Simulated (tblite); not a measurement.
H₂Ga, charge +1, singlet, at a GFN2-xTB geometry (such geometries of metal compounds can be far from the true shape); tblite with IPEA1-xTB.

Here is a job for tblite.
```
$ tblite run mol.xyz --method ipea1 --charge 1 --spin 0 --json tblite.json --no-restart

# file mol.xyz
3

Ga     0.00000000     0.00000000     0.00000000
H     -0.00000000    -0.00000000    -1.56355402
H      0.00000000     0.00000000     1.56355402
```

Write the output that tblite gives for this input, abridged.


```
xTB calculator
 | screened Coulomb repulsion
 | Coulomb electrostatics
 |  * isotropic Klopman-Ohno-Mataga-Nishimoto electrostatics
 |  * onsite third-order electrostatics
 | DFT-D3(BJ) dispersion correction

halogen bonding energy    0.0000000000000E+00 Eh
repulsion energy          2.0537261631917E-02 Eh
dispersion energy        -2.7481626612227E-04 Eh
number of electrons       4.0000000000000E+00 e
integral cutoff           4.0000000000000E+01 bohr

------------------------------------------------------------
  cycle        total energy    energy error   density error
------------------------------------------------------------
      1     -1.964230624315  -1.9844931E+00   2.8793417E-01
      2     -2.034001669381  -6.9771045E-02   2.8320122E-02
      3     -2.034238387410  -2.3671803E-04   1.2161367E-02
      4     -2.034238620723  -2.3331302E-07   8.4716847E-04
      5     -2.034238640224  -1.9500773E-08   3.3794155E-05
      6     -2.034238640230  -5.5488947E-12   4.0914857E-06
------------------------------------------------------------

electronic energy        -2.0545010855955E+00 Eh
total energy             -2.0342386402297E+00 Eh

Post processing:
 | Mayer-Wiberg bond orders

[Info] JSON dump of results written to 'tblite.json'
```
